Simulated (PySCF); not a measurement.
C₃H₈ClNSi, SMILES N(/C)=C\[Si@H](Cl)C. Atoms are numbered in the order given.

```xyz
14

C      2.9546    -1.3191     0.7901
N      1.7382    -1.0275     0.0863
C      1.1174     0.0522     0.3365
Si    -0.4585     0.3972    -0.6394
C     -1.1884    -1.1942    -1.2630
Cl    -1.7808     1.3598     0.6511
H      3.2468    -0.5411     1.5232
H      3.7712    -1.4517     0.0616
H      2.8489    -2.2844     1.3114
H      1.4960     0.7765     1.0945
H     -0.1699     1.3619    -1.7412
H     -1.5109    -1.8176    -0.4159
H     -2.0495    -1.0168    -1.9233
H     -0.4106    -1.7451    -1.8139
```
Charge 0, spin multiplicity 1.

Geometry: PBE0-D3(BJ)/def2-SVP. The structure was generated by enumeration; whether it is a known compound was not checked. The values are those of a single conformer.

Method: PBE0-D3(BJ)/def2-SVP (PySCF).

Frequencies are harmonic and unscaled.

```csv
mode,ν (cm⁻¹),IR (km/mol),moving atoms (share of kinetic energy)
1,31,3.3,"H 40 %, C 28 %, N 14 %, Cl 12 %"
2,104,4.5,"C 42 %, H 23 %, Cl 21 %, Si 10 %"
3,125,0.1,H 94 %
4,141,1.4,"H 37 %, C 35 %, N 17 %"
5,186,1.0,"C 37 %, H 27 %, Cl 19 %, Si 10 %"
6,217,11.1,"H 71 %, N 22 %"
7,273,3.1,"C 38 %, N 23 %, Cl 19 %, H 15 %"
8,307,9.3,"C 40 %, H 29 %, Si 18 %, N 10 %"
9,411,11.5,"Si 31 %, C 25 %, H 21 %, N 20 %"
10,534,67.6,"Si 44 %, Cl 39 %, H 9 %"
11,669,18.0,"H 82 %, C 13 %"
12,713,28.7,"H 39 %, C 38 %, Si 20 %"
13,742,19.5,"H 75 %, C 19 %"
14,808,17.8,"C 42 %, H 36 %, Si 19 %"
15,839,199.0,"H 72 %, Si 16 %, C 12 %"
16,897,111.5,"H 74 %, C 14 %, Si 12 %"
17,928,50.5,"H 74 %, C 23 %"
18,1043,24.2,"C 46 %, N 29 %, H 24 %"
19,1129,0.6,"H 66 %, C 22 %, N 12 %"
20,1150,2.9,"H 61 %, C 23 %, N 16 %"
21,1261,30.9,"H 77 %, C 23 %"
22,1325,21.6,"H 71 %, C 18 %, N 10 %"
23,1406,0.1,"H 84 %, C 16 %"
24,1415,7.2,H 96 %
25,1423,3.3,H 96 %
26,1447,6.4,H 97 %
27,1460,28.9,H 93 %
28,1754,6.0,"C 50 %, N 47 %"
29,2236,120.2,H 97 %
30,2968,46.2,H 92 %
31,2997,55.6,H 96 %
32,3066,0.3,H 97 %
33,3111,15.7,"H 91 %, C 9 %"
34,3134,6.8,"H 91 %, C 9 %"
35,3177,0.2,"H 91 %, C 9 %"
36,3184,0.7,"H 90 %, C 10 %"
```
